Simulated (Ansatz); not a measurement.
ClH2InOS (`[OH][In]([SH])[Cl]`), relaxed with RKS PBE0-D4/def2-TZVP in Ansatz from a GFN2-xTB geometry. The force threshold is 0.005 eV/Å; the program also tests the step.

Charge 0, multiplicity 1. In: def2 effective core potential.

Start:

```xyz
6

O    -0.586   -0.559    1.845
In   -0.087   -0.019    0.037
S     2.196    0.410   -0.567
Cl   -1.834    0.177   -1.457
H    -1.525   -0.707    1.958
H     1.836    0.697   -1.816
```

(1) By how much does the energy fall, and how many steps does the optimiser take? (Estimate.)

(2) Which bonds change most? (Best estimate.)

(3) Give the relaxed structure. (An estimate is asked.)

Answers

(1) The calculation gave: 0.55 kcal/mol, in 6 steps.

(2) Computed: In2–S3 from 2.401 to 2.351 Å; In2–Cl4 from 2.307 to 2.325 Å; S3–H6 from 1.331 to 1.345 Å; O1–In2 from 1.952 to 1.966 Å.

(3) Ansatz gave: 
```xyz
6

O    -0.579   -0.571    1.869
In   -0.063   -0.022    0.053
S     2.164    0.407   -0.563
Cl   -1.800    0.186   -1.478
H    -1.529   -0.697    1.946
H     1.807    0.698   -1.826
```
